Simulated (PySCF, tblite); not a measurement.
Compound: CH₁₂N₂Si₄.
Atom-mapped SMILES: `[NH2:1][Si@@H:2]1[CH2:3][N:4]([SiH3:5])[SiH2:6][SiH2:7]1` (hydrogens: H8, H9 on N1; H10 on Si2; H11, H12 on C3; H13, H14, H15 on Si5; H16, H17 on Si6; H18, H19 on Si7)

Structure used (GFN2-xTB), in Å, numbered top down from 1:
```
atom  x, y, z in Å
N1     2.845   -0.216   -1.040
Si2    1.652   -0.529    0.174
C3    -0.001   -0.616   -0.798
N4    -1.148   -0.129   -0.034
Si5   -2.637   -0.956   -0.338
Si6   -1.032    1.423    0.764
Si7    1.173    1.335    1.449
H8     2.849   -0.776   -1.879
H9     3.794   -0.047   -0.748
H10    1.839   -1.830    0.855
H11    0.095   -0.039   -1.727
H12   -0.204   -1.644   -1.104
H13   -2.372   -2.387   -0.153
H14   -3.604   -0.460    0.632
H15   -3.120   -0.734   -1.708
H16   -1.376    2.504   -0.182
H17   -2.096    1.410    1.771
H18    1.365    1.161    2.898
H19    1.969    2.538    1.159
```

Method used: PBE0/pcSseg-1 in PySCF (dipole) on a GFN2-xTB geometry, gas phase.

Take the most abundant isotopes and a rigid rotor. The values belong to one conformer with, in the numbering `[NH2:1][Si@@H:2]1[CH2:3][N:4]([SiH3:5])[SiH2:6][SiH2:7]1`, H–N1–Si2–C3 -48° and 175°, N1–Si2–C3–N4 -147°, Si2–C3–N4–Si5 -145°, C3–N4–Si6–Si7 -37°, N4–Si6–Si7–Si2 11°.

Task: What are A, B and C (MHz)?

Result: Ia = 284.24, Ib = 581.82, Ic = 794.70 u·Å²; 505379 MHz·u·Å²/I gives A = 1778, B = 868.6, C = 635.9 MHz.

Task: Classify the top.

Result: An asymmetric top: κ = (2 × 868.6 − 1778 − 635.9)/(1778 − 635.9) = -0.59.

Task: What does the inertial defect say?

Result: Not planar: Δ = Ic − Ia − Ib = -71.36 u·Å². For a rigid frame Δ = −2 Σ m c², so Σ m c² = 35.68 u·Å² lies off the ab plane: 15.62 from hydrogen and 20.06 from heavier atoms. The atom farthest from that plane is 1.82 Å away.

Task: Which lines would a microwave search look for?

Result: The dipole components are |μa| = 1.51 D, |μb| = 1.37 D, |μc| = 0.08 D. The squared components, which scale the intensities, stand as 1.00 : 0.82 : 0.00 (a : b : c). Some lines, for components of 0.1 D or more:

```json
{"type": "a", "branch": "Q", "J(Ka,Kc)": "2(1,1) ← 2(1,2)", "MHz": "698", "lower level (cm⁻¹)": "0.173"}
{"type": "b", "branch": "Q", "J(Ka,Kc)": "1(1,0) ← 1(0,1)", "MHz": "1142", "lower level (cm⁻¹)": "0.050"}
{"type": "b", "branch": "Q", "J(Ka,Kc)": "2(1,1) ← 2(0,2)", "MHz": "1414", "lower level (cm⁻¹)": "0.149"}
{"type": "a", "branch": "R", "J(Ka,Kc)": "1(0,1) ← 0(0,0)", "MHz": "1505", "lower level (cm⁻¹)": "0.000"}
{"type": "b", "branch": "R", "J(Ka,Kc)": "2(0,2) ← 1(1,1)", "MHz": "2060", "lower level (cm⁻¹)": "0.081"}
{"type": "b", "branch": "R", "J(Ka,Kc)": "1(1,1) ← 0(0,0)", "MHz": "2414", "lower level (cm⁻¹)": "0.000"}
{"type": "b", "branch": "Q", "J(Ka,Kc)": "2(2,0) ← 2(1,1)", "MHz": "2767", "lower level (cm⁻¹)": "0.196"}
{"type": "a", "branch": "R", "J(Ka,Kc)": "2(1,2) ← 1(1,1)", "MHz": "2776", "lower level (cm⁻¹)": "0.081"}
{"type": "a", "branch": "R", "J(Ka,Kc)": "2(0,2) ← 1(0,1)", "MHz": "2970", "lower level (cm⁻¹)": "0.050"}
{"type": "a", "branch": "R", "J(Ka,Kc)": "2(1,1) ← 1(1,0)", "MHz": "3242", "lower level (cm⁻¹)": "0.088"}
{"type": "b", "branch": "Q", "J(Ka,Kc)": "2(2,1) ← 2(1,2)", "MHz": "3426", "lower level (cm⁻¹)": "0.173"}
{"type": "b", "branch": "R", "J(Ka,Kc)": "2(1,2) ← 1(0,1)", "MHz": "3686", "lower level (cm⁻¹)": "0.050"}
{"type": "b", "branch": "R", "J(Ka,Kc)": "2(2,1) ← 1(1,0)", "MHz": "5970", "lower level (cm⁻¹)": "0.088"}
{"type": "b", "branch": "R", "J(Ka,Kc)": "2(2,0) ← 1(1,1)", "MHz": "6242", "lower level (cm⁻¹)": "0.081"}
```

Its GFN2-xTB frequencies are all real (lowest 40 cm⁻¹). Zero-point vibration and centrifugal distortion are left out. A rigid rotor knows nothing of inversion at nitrogen or internal rotation, which can split or shift real lines. Quadrupole hyperfine structure (14N) is left out.
